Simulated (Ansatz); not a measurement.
Isolated molecules relaxed with PBE0-D4/def2-TZVP in Ansatz; ΔE leaves out vibrations. CBS: MP2 limit from def2 TZ/QZ plus the TZ coupled-cluster correction, frozen cores. Functionals use def2-TZVPP. HSE06 is defined as in plane-wave codes. Elements past krypton have def2 core potentials. For Cd, Sn outer-core shells are correlated without core-valence functions, which leaves a few kJ/mol of doubt a bond. Each species was taken in one conformer, which may not be the lowest.

Consider the redistribution: `C[CH2][Sn][F]` + `[NH2][Cd][O][SiH3]` → `[F][Sn][O][SiH3]` + `C[CH2][Cd][NH2]`.

**Question.** Is it downhill or uphill in electronic energy at CCSD(T)/CBS, and by how much? (An estimate is asked.)

**Answer.** The calculation gave: Downhill: ΔE = -0.77 eV.

**Question.** What do these levels give: HSE06-D4, CAM-B3LYP-D4, ωB97M-V, PBE, HSE06, LC-ωPBE, CCSD/def2-TZVPP, CCSD(T)/def2-TZVPP, HF/def2-QZVPP, SCS-MP2/def2-QZVPP, HF/CBS(def2), CCSD/CBS(def2)? (An estimate is asked.)

**Answer.** The calculation gave: HSE06-D4 -0.76, CAM-B3LYP-D4 -0.78, ωB97M-V -0.76, PBE -0.81, HSE06 -0.76, LC-ωPBE -0.71, CCSD/def2-TZVPP -0.72, CCSD(T)/def2-TZVPP -0.75, HF/def2-QZVPP -0.61, SCS-MP2/def2-QZVPP -0.81, HF/CBS(def2) -0.61, CCSD/CBS(def2) -0.75 eV.

Largest T1 diagnostic among the species: 0.016.

In def2-TZVPP, CCSD(T) changes the Hartree–Fock value by −0.13 eV (the triples alone add −0.03 eV) and MP2 by −0.23 eV. From BLYP to BHLYP (50 % exact exchange), in def2-TZVPP and without D4, ΔE moves by +0.10 eV.
